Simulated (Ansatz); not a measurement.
Consider the cleavage of the Sn–Ge bond: `[F][SnH]([Cl])[GeH3]` + CH₃NH₂ → `C[NH][SnH]([F])[Cl]` + GeH₄.

Program: Ansatz. Geometries: PBE0-D4/def2-TZVP. ΔE: electronic, gas phase. CBS: MP2 limit from def2 TZ/QZ plus the TZ coupled-cluster correction, frozen cores. DFT in def2-TZVPP. B3LYP here is the variant with VWN-RPA as its local correlation; programs differ in this. Elements past krypton have def2 core potentials. For Ge, Sn outer-core shells are correlated without core-valence functions, which leaves a few kJ/mol of doubt a bond. Scalar relativity is left out up to krypton. One conformer a species, not always the lowest.

```json
{"level": "LDA (SPW92)", "ΔE (kcal/mol)": "12.1", "difference from CCSD(T)/CBS": "1.8"}
{"level": "CAM-B3LYP-D4", "ΔE (kcal/mol)": "10.6", "difference from CCSD(T)/CBS": "0.3"}
{"level": "B2PLYP", "ΔE (kcal/mol)": "11.0", "difference from CCSD(T)/CBS": "0.7"}
{"level": "revPBE", "ΔE (kcal/mol)": "13.8", "difference from CCSD(T)/CBS": "3.5"}
{"level": "BLYP", "ΔE (kcal/mol)": "12.9", "difference from CCSD(T)/CBS": "2.6"}
{"level": "r2SCAN", "ΔE (kcal/mol)": "11.5", "difference from CCSD(T)/CBS": "1.2"}
{"level": "B3LYP", "ΔE (kcal/mol)": "12.8", "difference from CCSD(T)/CBS": "2.5"}
{"level": "r2SCANh", "ΔE (kcal/mol)": "11.8", "difference from CCSD(T)/CBS": "1.5"}
{"level": "BHLYP", "ΔE (kcal/mol)": "12.1", "difference from CCSD(T)/CBS": "1.8"}
{"level": "MP2/def2-SVP", "ΔE (kcal/mol)": "8.1", "difference from CCSD(T)/CBS": "-2.2"}
{"level": "CCSD/def2-SVP", "ΔE (kcal/mol)": "9.6", "difference from CCSD(T)/CBS": "-0.7"}
{"level": "HF/def2-TZVPP", "ΔE (kcal/mol)": "10.7", "difference from CCSD(T)/CBS": "0.4"}
{"level": "MP2/def2-TZVPP", "ΔE (kcal/mol)": "9.2", "difference from CCSD(T)/CBS": "-1.1"}
{"level": "SCS-MP2/def2-TZVPP", "ΔE (kcal/mol)": "8.8", "difference from CCSD(T)/CBS": "-1.5"}
{"level": "MP2/def2-QZVPP", "ΔE (kcal/mol)": "9.8", "difference from CCSD(T)/CBS": "-0.5"}
{"level": "CCSD/CBS(def2)", "ΔE (kcal/mol)": "10.9", "difference from CCSD(T)/CBS": "0.6"}
{"level": "CCSD(T)/CBS", "ΔE (kcal/mol)": "10.3", "difference from CCSD(T)/CBS": "0"}
```

Largest T1 diagnostic among the species: 0.013.

In def2-TZVPP, CCSD(T) changes the Hartree–Fock value by −1.4 kcal/mol (the triples alone add −0.6 kcal/mol) and MP2 by −1.4 kcal/mol. Leaving LDA and LC-ωPBE aside and taking each functional with its dispersion term where it has one, the values, not all of them listed here, spread over 3.9 kcal/mol, from B97M-V to HSE06-D4. LDA lies −1.3 kcal/mol from PBE without D4.
